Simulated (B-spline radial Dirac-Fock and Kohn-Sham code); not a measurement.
Binding energies of Tb at several levels of theory

System: neutral terbium, configuration [Xe] 4f8 6s2 6p1 (not the ground configuration).

The density-functional columns are spherical, spin-unpolarised Dirac-Kohn-Sham results without Breit or QED terms: −ε is minus the orbital energy of the initial state and ΔSCF the difference of two total energies. The reference in the last column comes from Dirac-Fock (average of configuration) total-energy differences with a finite nucleus, the Breit interaction including its frequency dependence, and self-energy and vacuum-polarisation corrections. All numbers are from a B-spline atomic structure program, in eV; a selection of levels is shown. For the 1s level of heavy atoms much of the gap between ΔSCF and the reference is the Breit and QED part, -227.0 eV here; for other levels the error of the functional can be larger.

| level | LDA −ε | LDA ΔSCF | Dirac-Fock |
| --- | --- | --- | --- |
| 1s | 51756.8 | 52222.0 | 52008.0 |
| 2s | 8585.2 | 8668.3 | 8728.2 |
| 2p1/2 | 8162.9 | 8269.0 | 8266.9 |
| 2p3/2 | 7417.3 | 7512.0 | 7529.0 |
| 3s | 1912.2 | 1936.1 | 1982.7 |
| 3p1/2 | 1728.0 | 1753.4 | 1783.3 |
| 3p3/2 | 1574.2 | 1597.7 | 1628.5 |
| 3d3/2 | 1255.3 | 1283.4 | 1289.3 |
| 3d5/2 | 1221.7 | 1249.1 | 1256.4 |
| 4s | 386.5 | 396.8 | 420.3 |
| 4p1/2 | 314.3 | 324.4 | 340.8 |
| 4p3/2 | 279.8 | 289.5 | 306.4 |
| 4d3/2 | 160.5 | 169.9 | 174.6 |
| 4d5/2 | 154.2 | 163.6 | 168.4 |
| 4f | 12.39 | 20.39 | 16.78 |
| 5s | 54.57 | 60.59 | 63.58 |
| 5p1/2 | 34.48 | 40.06 | 38.86 |
| 5p3/2 | 29.69 | 35.01 | 34.09 |
| 6s | 5.67 | 8.39 | 6.89 |
| 6p | 2.26 | 4.34 | 3.96 |

Values without a named source are computed, but for edge energies of neutral atoms, which are taken from tables.
